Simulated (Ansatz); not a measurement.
The cluster Sn5S5. Total charge 0; singlet. Geometry PBE0-D4/def2-SVP.

```xyz
10

Sn   -2.266    0.944   -0.714
Sn    0.240    2.581    1.208
Sn    0.658   -0.981    2.157
Sn    2.212    0.357   -1.014
Sn   -0.674   -3.004   -1.593
S    -1.366    0.561    1.727
S     2.280    0.985    1.533
S    -2.396   -1.359   -1.754
S     1.185   -1.932   -0.234
S     0.128    1.849   -1.317
```

In the def2 sets Sn takes a core potential; there is no spin–orbit coupling. The structure comes from a short search, and lower isomers may exist.

(1) Estimate the orbital energies around the gap (eV) in Ansatz with PBE-D4/def2-TZVP, r2SCAN-D4/def2-TZVP, PBE0-D4/def2-SVP, PBE0-D4/def2-TZVP, BHLYP-D4/def2-TZVP.

Results:

(1) 
```
orbital  PBE-D4/def2-TZVP  r2SCAN-D4/def2-TZVP  PBE0-D4/def2-SVP  PBE0-D4/def2-TZVP  BHLYP-D4/def2-TZVP
 HOMO−5             -6.29                -6.60             -7.38              -7.39               -8.30
 HOMO−4             -6.12                -6.43             -7.21              -7.21               -8.11
 HOMO−3             -6.09                -6.37             -7.04              -7.03               -7.80
 HOMO−2             -5.73                -5.99             -6.62              -6.62               -7.36
 HOMO−1             -5.52                -5.77             -6.36              -6.37               -7.08
   HOMO             -5.36                -5.60             -6.18              -6.18               -6.86
   LUMO             -3.44                -3.45             -2.84              -2.87               -2.18
 LUMO+1             -2.85                -2.75             -2.19              -2.24               -1.50
 LUMO+2             -2.50                -2.38             -1.80              -1.86               -1.10
 LUMO+3             -2.43                -2.31             -1.78              -1.83               -1.10
 LUMO+4             -1.98                -1.81             -1.26              -1.34               -0.58
 LUMO+5             -1.72                -1.57             -0.85              -1.04               -0.26
```
